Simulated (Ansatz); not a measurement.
Computed with Ansatz.

A structure relaxed at PBE0-D4/def2-TZVP, charge 0, multiplicity 1:

```csv
atom,x (Å),y (Å),z (Å)
C1,-1.335,0.145,-1.059
S2,0.311,-0.606,-1.246
Si3,0.966,-0.539,0.768
O4,1.128,0.989,1.359
H5,-1.261,1.154,-0.656
H6,-1.967,-0.467,-0.415
H7,-1.778,0.190,-2.053
H8,2.252,-1.281,0.754
H9,-0.030,-1.163,1.670
H10,1.714,1.577,0.879
```

(1) Give its formula and SMILES.

(2) Summarise the bond lengths by kind.

## Answers

(1) CH6OSSi, `CS[SiH2]O`.

(2) 1 × C–S 1.818 Å; 3 × C–H 1.089 to 1.090 Å; 1 × S–Si 2.119 Å; 1 × O–Si 1.646 Å; 2 × H–Si 1.481 to 1.485 Å; 1 × H–O 0.959 Å.
